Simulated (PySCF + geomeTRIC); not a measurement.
The multiplicity is imposed and other spin states were not computed.

Species: [Hf(F)3] (charge 0, multiplicity 2).

Question: Give a relaxed geometry from TPSS-D3(BJ)/def2-SVP in PySCF + geomeTRIC.

Answer: the end point of this relaxation.
Z-matrix (Å, degrees):
```
Hf
F 1 1.9174
F 1 1.9174 2 119.87
F 1 1.9179 2 120.08 3 179.94
```
